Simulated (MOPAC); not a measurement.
MOPAC input (AM1):

```
AM1 FORCE THERMO(298,298) PRECISE LET CHARGE=-1 GEO-OK AUX(PRECISION=9) THREADS=1
H4P

P    -0.08180432 1   -0.00195486 1    0.07149768 1
H    -0.11902719 1    0.02688451 1   -1.29980994 1
H     1.27260828 1    0.00068182 1    0.29148754 1
H     0.06751825 1    1.48742885 1   -0.03454976 1
H     0.08352223 1   -1.48381948 1   -0.09747101 1
```

From the output:

```
     H    5   1.638361   0.377831   0.377756   0.223946   1.980911

          HEAT OF FORMATION =      58.341655 KCALS/MOLE

          ZERO POINT ENERGY      18.918 KCAL/MOL

           NORMAL COORDINATE ANALYSIS (Total motion = 1 Angstrom)

   Root No.       1         2         3         4         5         6         7         8

                 1 A1      1 B1      2 A1      1 B2      1 A2      2 B2      3 A1      2 B1

                 592.5     717.4    1082.9    1169.9    1226.2    1784.1    1864.0    2374.9

           1   -0.0072   -0.0195   -0.0170    0.0000   -0.0000    0.0000    0.0003   -0.0164
           2   -0.0088    0.0161   -0.0206    0.0000    0.0000    0.0000    0.0003    0.0136
           3   -0.0000    0.0000   -0.0000   -0.0220   -0.0000   -0.0215    0.0000    0.0000
           4    0.0123    0.0098   -0.0042   -0.0000    0.0000    0.0000   -0.0940    0.4597
           5   -0.1814    0.0643    0.3165   -0.0000    0.0000    0.0000   -0.0215   -0.0045
           6   -0.0000   -0.0000    0.0000    0.3024   -0.2922   -0.0795   -0.0000    0.0000
           7   -0.1806   -0.0613    0.3116   -0.0000   -0.0000    0.0000   -0.0035    0.0903
           8   -0.0218   -0.0217    0.0550   -0.0000   -0.0000    0.0000   -0.0963   -0.4508
           9   -0.0000    0.0000    0.0000    0.3023    0.2922   -0.0795   -0.0000   -0.0000
          10    0.1954    0.3253    0.1082   -0.1167    0.1601   -0.0069    0.0446   -0.0228
          11    0.2361   -0.2693    0.1307   -0.1411   -0.1325   -0.0083    0.0539    0.0189
          12    0.0607   -0.0000    0.0134    0.0361    0.0000    0.4096   -0.3973   -0.0000
          13    0.1954    0.3253    0.1082    0.1167   -0.1601    0.0069    0.0446   -0.0228
          14    0.2361   -0.2693    0.1307    0.1411    0.1325    0.0083    0.0539    0.0189
          15   -0.0607   -0.0000   -0.0134    0.0361    0.0000    0.4096    0.3973    0.0000

   Root No.       9

                 4 A1

                2421.7

           1   -0.0099
           2   -0.0120
           3   -0.0000
           4    0.3964
           5   -0.0059
           6    0.0000
           7   -0.0799
           8    0.3883
           9    0.0000
          10   -0.0060
          11   -0.0072
          12   -0.0953
          13   -0.0060
          14   -0.0072
          15    0.0953

           MASS-WEIGHTED COORDINATE ANALYSIS (NORMAL COORDINATES)

   Root No.       1         2         3         4         5         6         7         8

                 1 A1      1 B1      2 A1      1 B2      1 A2      2 B2      3 A1      2 B1

                 592.5     717.4    1082.9    1169.9    1226.2    1784.1    1864.0    2374.9

           1   -0.0780   -0.1742   -0.1785    0.0000   -0.0000    0.0000    0.0025   -0.1374
           2   -0.0942    0.1442   -0.2157    0.0000    0.0000    0.0000    0.0030    0.1138
           3   -0.0000    0.0000   -0.0000   -0.2362   -0.0000   -0.1978    0.0000    0.0000
           4    0.0239    0.0158   -0.0079   -0.0000    0.0000    0.0000   -0.1602    0.6943
           5   -0.3522    0.1037    0.5979   -0.0000    0.0000    0.0000   -0.0366   -0.0069
           6   -0.0000   -0.0000    0.0000    0.5847   -0.5762   -0.1321   -0.0000    0.0000
           7   -0.3505   -0.0989    0.5888   -0.0000   -0.0000    0.0000   -0.0060    0.1364
           8   -0.0424   -0.0349    0.1039   -0.0000   -0.0000    0.0000   -0.1642   -0.6808
           9   -0.0000    0.0000    0.0000    0.5847    0.5762   -0.1321   -0.0000   -0.0000
          10    0.3794    0.5244    0.2044   -0.2258    0.3158   -0.0114    0.0761   -0.0345
          11    0.4583   -0.4341    0.2469   -0.2728   -0.2613   -0.0138    0.0919    0.0285
          12    0.1179   -0.0000    0.0253    0.0699    0.0000    0.6802   -0.6773   -0.0000
          13    0.3794    0.5244    0.2044    0.2258   -0.3158    0.0114    0.0761   -0.0345
          14    0.4583   -0.4341    0.2469    0.2728    0.2613    0.0138    0.0919    0.0285
          15   -0.1179   -0.0000   -0.0253    0.0699    0.0000    0.6802    0.6773    0.0000

   Root No.       9

                 4 A1

                2421.7

           1   -0.0942
           2   -0.1138
           3   -0.0000
           4    0.6797
           5   -0.0101
           6    0.0000
           7   -0.1370
           8    0.6658
           9    0.0000
          10   -0.0102
          11   -0.0123
          12   -0.1635
          13   -0.0102
          14   -0.0123
          15    0.1635

          DESCRIPTION OF VIBRATIONS

 VIBRATION          1    1A1         ATOM PAIR     ENERGY CONTRIBUTION    RADIAL
 FREQUENCY           592.54         P 1 -- H 5         +38.6% ( 72.5%)      0.1%
 TRANSITION DIPOLE   1.5745         P 1 -- H 4         +38.6% ( 72.5%)      0.1%
 TRAVEL (Ang.)       0.6049         P 1 -- H 3         +11.4% ( 39.5%)     13.5%
 REDUCED MASS        0.3111         P 1 -- H 2         +11.4% ( 39.5%)     13.5%
 EFFECTIVE MASS      1.3441
 FORCE CONSTANT      0.0643

 VIBRATION          2    1B1         ATOM PAIR     ENERGY CONTRIBUTION    RADIAL
 FREQUENCY           717.44         P 1 -- H 5         +46.0% ( 70.2%)      0.0%
 TRANSITION DIPOLE   1.7680         P 1 -- H 4         +46.0% ( 70.2%)      0.0%
 TRAVEL (Ang.)       0.4275         P 1 -- H 2          +4.0% ( 20.7%)     95.7%
 REDUCED MASS        0.5142         P 1 -- H 3          +4.0% ( 20.7%)     95.7%
 EFFECTIVE MASS      1.9019
 FORCE CONSTANT      0.1559

 VIBRATION          3    2A1         ATOM PAIR     ENERGY CONTRIBUTION    RADIAL
 FREQUENCY          1082.88         P 1 -- H 2         +37.4% ( 45.5%)      4.2%
 TRANSITION DIPOLE   1.2976         P 1 -- H 3         +37.4% ( 45.5%)      4.2%
 TRAVEL (Ang.)       0.3642         P 1 -- H 5         +12.6% ( 26.4%)      1.0%
 REDUCED MASS        0.4694         P 1 -- H 4         +12.6% ( 26.4%)      1.0%
 EFFECTIVE MASS      2.0389
 FORCE CONSTANT      0.3243

 VIBRATION          4    1B2         ATOM PAIR     ENERGY CONTRIBUTION    RADIAL
 FREQUENCY          1169.87         P 1 -- H 2         +37.0% ( 53.4%)      0.0%
 TRANSITION DIPOLE   1.9285         P 1 -- H 3         +37.0% ( 53.4%)      0.0%
 TRAVEL (Ang.)       0.3968         P 1 -- H 5         +13.0% ( 31.6%)     56.7%
 REDUCED MASS        0.3661         P 1 -- H 4         +13.0% ( 31.6%)     56.7%
 EFFECTIVE MASS      1.6891
 FORCE CONSTANT      0.2952

 VIBRATION          5    1A2         ATOM PAIR     ENERGY CONTRIBUTION    RADIAL
 FREQUENCY          1226.16         P 1 -- H 3         +40.0% ( 47.5%)      0.0%
 TRANSITION DIPOLE   0.0000         P 1 -- H 2         +40.0% ( 47.5%)      0.0%
 TRAVEL (Ang.)       0.4439         P 1 -- H 4         +10.0% ( 23.7%)      0.0%
 REDUCED MASS        0.2791         P 1 -- H 5         +10.0% ( 23.7%)      0.0%
 EFFECTIVE MASS      1.0079
 FORCE CONSTANT      0.2472

 VIBRATION          6    2B2         ATOM PAIR     ENERGY CONTRIBUTION    RADIAL
 FREQUENCY          1784.11         P 1 -- H 4         +49.4% ( 71.7%)     98.6%
 TRANSITION DIPOLE   4.9287         P 1 -- H 5         +49.4% ( 71.7%)     98.6%
 TRAVEL (Ang.)       0.2806         P 1 -- H 3          +0.6% (  8.0%)      0.0%
 REDUCED MASS        0.4801         P 1 -- H 2          +0.6% (  8.0%)      0.0%
 EFFECTIVE MASS      1.4174
 FORCE CONSTANT      0.9004

 VIBRATION          7    3A1         ATOM PAIR     ENERGY CONTRIBUTION    RADIAL
 FREQUENCY          1863.99         P 1 -- H 5         +45.8% ( 66.6%)     99.9%
```

The dipole moment of an ion depends on the origin.
